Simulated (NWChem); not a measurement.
System: CH₃ClSi, singlet; SMILES C[Si]Cl

NWChem input:

```
start job
memory heap 200 mb stack 900 mb global 1100 mb
geometry units angstroms noautosym nocenter noautoz
  Si     0.784008    -0.532256     0.003084
  Cl    -0.214571     1.323707    -0.002628
  C     -0.743054    -1.659774     0.003517
  H     -0.462276    -2.724634     0.012711
  H     -1.366595    -1.462332    -0.886434
  H     -1.376870    -1.448659     0.883065
end
basis spherical
  * library iglo-iii
end
dft
  xc b3lyp
  iterations 150
end
property
  shielding 5 1 2 3 4 5
end
task dft property
```

Excerpt of the output:

```
             Northwest Computational Chemistry Package (NWChem) 7.3.0
             --------------------------------------------------------

                             Geometry "geometry" -> ""
                             -------------------------

 Output coordinates in angstroms (scale by  1.889725989 to convert to a.u.)

  No.       Tag          Charge          X              Y              Z
 ---- ---------------- ---------- -------------- -------------- --------------
    1 Si                  14.0000     0.78400800    -0.53225600     0.00308400
    2 Cl                  17.0000    -0.21457100     1.32370700    -0.00262800
    3 C                    6.0000    -0.74305400    -1.65977400     0.00351700
    4 H                    1.0000    -0.46227600    -2.72463400     0.01271100
    5 H                    1.0000    -1.36659500    -1.46233200    -0.88643400
    6 H                    1.0000    -1.37687000    -1.44865900     0.88306500

 Effective nuclear repulsion energy (a.u.)     127.3122837429

                              NWChem Property Module
                              ----------------------

  itol2e modified to match energy
  convergence criterion.

                                 NWChem DFT Module
                                 -----------------

 Summary of "ao basis" -> "ao basis" (spherical)
 ------------------------------------------------------------------------------
       Tag                 Description            Shells   Functions and Types
 ---------------- ------------------------------  ------  ---------------------
 Si                         iglo-iii                18       44   8s7p3d
 Cl                         iglo-iii                18       44   8s7p3d
 C                          iglo-iii                15       35   7s6p2d
 H                          iglo-iii                 6       10   4s2p

  itol2e modified to match energy
  convergence criterion.

            General Information
            -------------------
          SCF calculation type: DFT
          Wavefunction type:  closed shell.
          No. of atoms     :     6
          No. of electrons :    40
           Alpha electrons :    20
            Beta electrons :    20
          Charge           :     0
          Spin multiplicity:     1
          Use of symmetry is: off; symmetry adaption is: off
          Maximum number of iterations: 150
          AO basis - number of functions:   153
                     number of shells:    69
          Convergence on energy requested:  1.00D-07
          Convergence on density requested:  1.00D-05
          Convergence on gradient requested:  5.00D-04

              XC Information
              --------------
                         B3LYP Method XC Potential
                     Hartree-Fock (Exact) Exchange  0.200
                        Slater Exchange Functional  0.800 local
                    Becke 1988 Exchange Functional  0.720 non-local
              Lee-Yang-Parr Correlation Functional  0.810
                  VWN I RPA Correlation Functional  0.190 local

             Grid Information
             ----------------
          Grid used for XC integration:  fine
          Radial quadrature: Mura-Knowles
          Angular quadrature: Lebedev.
          Tag              B.-S. Rad. Rad. Pts. Rad. Cut. Ang. Pts.
          ---              ---------- --------- --------- ---------
          Si                  1.10      123          10.0       770
          Cl                  1.00      123          12.0       770
          C                   0.70       70           9.0       590
          H                   0.35       60          10.0       590
          Grid pruning is: on
          Number of quadrature shells:   496
          Spatial weights used:  Erf1

      Superposition of Atomic Density Guess
      -------------------------------------

 Sum of atomic energies:        -787.47650043

      Non-variational initial energy
      ------------------------------

 Total energy =    -788.360906
 1-e energy   =   -1340.873998
 2-e energy   =     425.200809
 HOMO         =      -0.228121
 LUMO         =      -0.050161

   convergence    iter        energy       DeltaE   RMS-Dens  Diis-err
 ---------------- ----- ----------------- --------- --------- ---------
 d= 0,ls=0.0,diis     1   -789.6345724926 -9.17D+02  5.58D-03  4.73D+00
 d= 0,ls=0.0,diis     2   -789.6478606905 -1.33D-02  5.06D-03  2.68D-01
 d= 0,ls=0.0,diis     3   -789.6363163057  1.15D-02  2.65D-03  3.88D-01
 d= 0,ls=0.0,diis     4   -789.6864121934 -5.01D-02  2.16D-04  1.01D-03
 d= 0,ls=0.0,diis     5   -789.6865645937 -1.52D-04  4.23D-05  4.87D-05
  Resetting Diis
 d= 0,ls=0.0,diis     6   -789.6865672606 -2.67D-06  1.90D-05  1.07D-05
 d= 0,ls=0.0,diis     7   -789.6865687098 -1.45D-06  8.14D-06  1.05D-06
 d= 0,ls=0.0,diis     8   -789.6865685803  1.30D-07  5.12D-06  1.97D-06
 d= 0,ls=0.0,diis     9   -789.6865688336 -2.53D-07  4.65D-07  8.95D-09
 d= 0,ls=0.0,diis    10   -789.6865688345 -8.39D-10  1.35D-07  4.57D-10

         Total DFT energy =     -789.686568834465
      One electron energy =    -1343.454495235299
           Coulomb energy =      482.188150483177
    Exchange-Corr. energy =      -55.732507825282
 Nuclear repulsion energy =      127.312283742939

 Numeric. integr. density =       39.999999713505

                       DFT Final Molecular Orbital Analysis
                       ------------------------------------

 Vector   18  Occ=2.000000D+00  E=-3.339479D-01
              MO Center= -1.6D-01,  1.1D+00, -2.1D-03, r^2= 1.6D+00
   Bfn.  Coefficient  Atom+Function         Bfn.  Coefficient  Atom+Function
  ----- ------------  ---------------      ----- ------------  ---------------
    73      0.520601  2 Cl pz                70      0.501730  2 Cl pz
    64     -0.150226  2 Cl pz                29      0.110260  1 Si pz
    26      0.091986  1 Si pz                61     -0.083138  2 Cl pz
   110     -0.061117  3 C  pz               107     -0.044281  3 C  pz
   104     -0.034993  3 C  pz                31      0.033791  1 Si d -1

 Vector   19  Occ=2.000000D+00  E=-3.238197D-01
              MO Center= -5.6D-02,  8.3D-01, -9.8D-04, r^2= 2.5D+00
   Bfn.  Coefficient  Atom+Function         Bfn.  Coefficient  Atom+Function
  ----- ------------  ---------------      ----- ------------  ---------------
    72      0.410118  2 Cl py                69      0.377105  2 Cl py
    68      0.304887  2 Cl px                71      0.299704  2 Cl px
    95      0.154481  3 C  s                  7      0.142225  1 Si s
   127     -0.140986  4 H  s                109      0.140178  3 C  py
     8      0.126818  1 Si s                 27      0.113972  1 Si px

 Vector   20  Occ=2.000000D+00  E=-2.382287D-01
              MO Center=  6.8D-01, -4.9D-01,  2.8D-03, r^2= 3.2D+00
   Bfn.  Coefficient  Atom+Function         Bfn.  Coefficient  Atom+Function
  ----- ------------  ---------------      ----- ------------  ---------------
     8      0.466654  1 Si s                 24      0.302228  1 Si px
    27      0.294476  1 Si px                 7      0.282350  1 Si s
    71     -0.271676  2 Cl px                68     -0.233249  2 Cl px
     6     -0.156424  1 Si s                108     -0.151617  3 C  px
    95     -0.149133  3 C  s                105     -0.142820  3 C  px

 Vector   21  Occ=0.000000D+00  E=-9.681911D-02
              MO Center=  6.8D-01, -4.7D-01,  2.9D-03, r^2= 3.0D+00
   Bfn.  Coefficient  Atom+Function         Bfn.  Coefficient  Atom+Function
  ----- ------------  ---------------      ----- ------------  ---------------
    29      0.661975  1 Si pz                26      0.431454  1 Si pz
   137      0.256829  5 H  s                147     -0.257716  6 H  s
    73     -0.242479  2 Cl pz                70     -0.166761  2 Cl pz
   113      0.163584  3 C  pz               110     -0.124840  3 C  pz
    20     -0.118111  1 Si pz                17     -0.059514  1 Si pz

 Vector   22  Occ=0.000000D+00  E= 6.776779D-03
              MO Center=  3.7D-01, -1.0D+00,  2.9D-03, r^2= 5.6D+00
   Bfn.  Coefficient  Atom+Function         Bfn.  Coefficient  Atom+Function
  ----- ------------  ---------------      ----- ------------  ---------------
    95      2.163031  3 C  s                147     -0.920583  6 H  s
   137     -0.913371  5 H  s                 28      0.868110  1 Si py
   127     -0.402333  4 H  s                111     -0.336861  3 C  px
    52     -0.319302  2 Cl s                 25      0.297225  1 Si py
   108      0.280376  3 C  px                 8     -0.253099  1 Si s

 Vector   23  Occ=0.000000D+00  E= 2.728326D-02
              MO Center= -4.3D-01, -1.2D+00, -1.9D-04, r^2= 6.7D+00
   Bfn.  Coefficient  Atom+Function         Bfn.  Coefficient  Atom+Function
  ----- ------------  ---------------      ----- ------------  ---------------
    95      2.950970  3 C  s                137     -1.072696  5 H  s
     8     -1.054082  1 Si s                147     -1.049277  6 H  s
    27      0.893995  1 Si px               127     -0.712095  4 H  s
    52      0.435507  2 Cl s                 72     -0.373154  2 Cl py
    28     -0.311854  1 Si py               112      0.277601  3 C  py

     Multipole analysis of the density
     ---------------------------------

     L   x y z        total         alpha         beta         nuclear
     -   - - -        -----         -----         ----         -------
     0   0 0 0      0.000000    -20.000000    -20.000000     40.000000

     1   1 0 0     -0.130564      0.251871      0.251871     -0.634305
     1   0 1 0     -0.597481      0.214163      0.214163     -1.025808
     1   0 0 1      0.000979     -0.026859     -0.026859      0.054696

     2   2 0 0    -26.094414    -42.826097    -42.826097     59.557779
     2   1 1 0      0.014313     -3.531370     -3.531370      7.077054
     2   1 0 1     -0.003433     -0.032805     -0.032805      0.062176
     2   0 2 0    -24.470639   -122.837092   -122.837092    221.203546
     2   0 1 1      0.004862      0.243076      0.243076     -0.481291
     2   0 0 2    -22.901478    -14.246981    -14.246981      5.592484

          -----------------------------------------
          Chemical Shielding Tensors (GIAO, in ppm)
          -----------------------------------------

                                NWChem CPHF Module
                                ------------------

  scftype          =     RHF
  nclosed          =       20
  nopen            =        0
  variables        =     2660
  # of vectors     =        3
  tolerance        = 0.10D-03
  level shift      = 0.00D+00
  max iterations   =       50
  max subspace     =       30

 SCF residual:    1.4080092379439873E-005

Iterative solution of linear equations
  No. of variables     2660
  No. of equations        3
  Maximum subspace       30
        Iterations       50
       Convergence  1.0D-04

   iter   nsub   residual    time
   ----  ------  --------  ---------
     1      3    1.24D+00      72.2
     2      6    5.12D-02      81.9
     3      9    2.71D-03      91.7
     4     12    8.50D-05     101.5

      Atom:    1  Si
        Diamagnetic
    875.9828     -3.5854      0.0024
     -3.5854    884.1084     -0.0160
      0.0024     -0.0160    879.6416

        Paramagnetic
   -712.0127    152.0472     -0.3765
    152.0472  -1932.7428      3.3025
     -0.3765      3.3025   -670.9812

        Total Shielding Tensor
    163.9701    148.4617     -0.3741
    148.4617  -1048.6344      3.2865
     -0.3741      3.2865    208.6604

           isotropic =    -225.3346
          anisotropy =   -1261.8304

          Principal Components and Axis System
                 1           2           3
            -1066.5549    208.6690    181.8820

      1        -0.1198      0.0005      0.9928
      2         0.9928      0.0027      0.1198
      3        -0.0026      1.0000     -0.0008

      Atom:    2  Cl
        Diamagnetic
   1148.2796     -1.4227      0.0032
     -1.4227   1153.0731     -0.0113
      0.0032     -0.0113   1147.6029

        Paramagnetic
   -944.2984   -387.4313     -0.1148
   -387.4313  -1074.3454      1.2094
     -0.1148      1.2094   -222.6771

        Total Shielding Tensor
    203.9812   -388.8540     -0.1116
   -388.8540     78.7277      1.1981
     -0.1116      1.1981    924.9259

           isotropic =     402.5449
          anisotropy =     783.5751

          Principal Components and Axis System
                 1           2           3
              924.9284    535.2175   -252.5110

      1        -0.0012      0.7613      0.6485
      2         0.0020     -0.6485      0.7613
      3         1.0000      0.0022     -0.0007

      Atom:    3  C
        Diamagnetic
    252.8792      7.5488     -0.0119
      7.5488    255.9203     -0.0342
     -0.0119     -0.0342    243.7692

        Paramagnetic
   -101.3632     35.8653     -0.1799
     35.8653   -144.0321      0.0595
     -0.1799      0.0595    -98.6683

        Total Shielding Tensor
    151.5160     43.4141     -0.1918
     43.4141    111.8882      0.0253
     -0.1918      0.0253    145.1009

           isotropic =     136.1684
          anisotropy =      64.8843

          Principal Components and Axis System
                 1           2           3
              179.4246    145.1005     83.9800

      1         0.8412      0.0025     -0.5407
      2         0.5407      0.0040      0.8412
      3        -0.0043      1.0000     -0.0020

      Atom:    4  H
        Diamagnetic
     24.7744     -1.1921      0.0165
     -1.1921     40.8827     -0.1274
      0.0165     -0.1274     23.3834

        Paramagnetic
      4.0495      0.0709     -0.0141
      0.0709    -10.2552      0.0979
     -0.0141      0.0979      4.8025

        Total Shielding Tensor
     28.8239     -1.1212      0.0024
     -1.1212     30.6275     -0.0295
      0.0024     -0.0295     28.1859

           isotropic =      29.2124
          anisotropy =       2.9286

          Principal Components and Axis System
                 1           2           3
               31.1648     28.2879     28.1845

      1        -0.4320      0.8975      0.0888
      2         0.9018      0.4288      0.0528
      3        -0.0093     -0.1029      0.9946

      Atom:    5  H
        Diamagnetic
     29.3722      1.6169      7.6580
      1.6169     26.4749     -0.2567
      7.6580     -0.2567     30.2757

        Paramagnetic
      0.2480     -1.6143     -4.4880
     -1.6143      4.7231      1.4045
     -4.4880      1.4045      0.9068

        Total Shielding Tensor
     29.6202      0.0026      3.1700
      0.0026     31.1980      1.1478
      3.1700      1.1478     31.1825

           isotropic =      30.6669
          anisotropy =       4.9542

          Principal Components and Axis System
                 1           2           3
               33.9697     31.0171     27.0138

      1         0.5586     -0.3300      0.7610
      2         0.3178      0.9326      0.1712
      3         0.7662     -0.1462     -0.6258
```

Level: B3LYP/IGLO-III, GIAO. Low-valent species are run as closed-shell singlets; no triplet was tried in these runs. Structure relaxed at the PBE0/def2-SVP level. B3LYP is NWChem's, with the RPA form of VWN correlation. The printed shielding anisotropy is the first printed principal value minus the mean of the other two.
